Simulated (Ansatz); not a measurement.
`C[CH2][Ge][Cl]` + H₂ → `[CH3][Ge][Cl]` + CH₄ at 400 K and 1 bar (hydrogenolysis of a C–C bond).

Isolated molecules relaxed with PBE0-D4/def2-TZVP in Ansatz; ΔE leaves out vibrations. CCSD(T)/CBS is the MP2 limit (def2-TZVPP, def2-QZVPP) plus CCSD(T) − MP2 in def2-TZVPP, frozen cores. This one scheme is used for every species. For Ge outer-core shells are correlated without core-valence functions, which leaves a few kJ/mol of doubt a bond. Scalar relativity is left out up to krypton. Each species was taken in one conformer, which may not be the lowest.

```
         species  CCSD(T)/CBS energy (Eh)  H − E (kJ/mol)  S (J/(mol·K))
`C[CH2][Ge][Cl]`              -2615.03092           200.0          373.8
              H₂                 -1.17544            38.0          139.0
 `[CH3][Ge][Cl]`              -2575.77362           118.3          331.9
             CH₄                -40.46206           131.3          197.2
```

H − E and S are ideal-gas, rigid-rotor, harmonic terms from PBE0-D4/def2-TZVP, for one conformer and one mirror image of each species. The MP2-based limit puts H₂ 0.8 mEh under its directly extrapolated value; such offsets cancel only in part. 1 Eh = 2625.50 kJ/mol, R = 8.31446 J/(mol·K).

Question: By hand: ΔE, ΔH, ΔS and ΔG.

Answer: ΔE = (-2575.77362) + (-40.46206) − (-2615.03092) − (-1.17544) = -0.02932 Eh = -77.0 kJ/mol. Δ(H − E) = 118.3 + 131.3 − 200.0 − 38.0 = 11.6, so ΔH = -65.4 kJ/mol. ΔS = 331.9 + 197.2 − 373.8 − 139.0 = 16.3 J/(mol·K). ΔG = -65.4 − 400 × (16.3)/1000 = -71.9 kJ/mol.

Question: By hand: the equilibrium constant, and the temperature at which ΔG would vanish if ΔH and ΔS stayed fixed.

Answer: log₁₀ K = −ΔG/(RT ln 10) = 9.4. ΔH and −TΔS have one sign here, so there is no such temperature.

ΔH outweighs TΔS. A doubt of 5 kJ/mol in ΔE shifts log₁₀ K by 0.7 here. Other conformers and mirror images would add mixing entropy, several J/(mol·K) or more a flexible species. Modes under 60 cm⁻¹, often nearly free rotors, make the harmonic entropy too high. These are equilibria of isolated gas molecules and say nothing of rates. Largest T1 diagnostic: 0.012 (customary marks: 0.02 for closed shells, 0.045 for open ones).
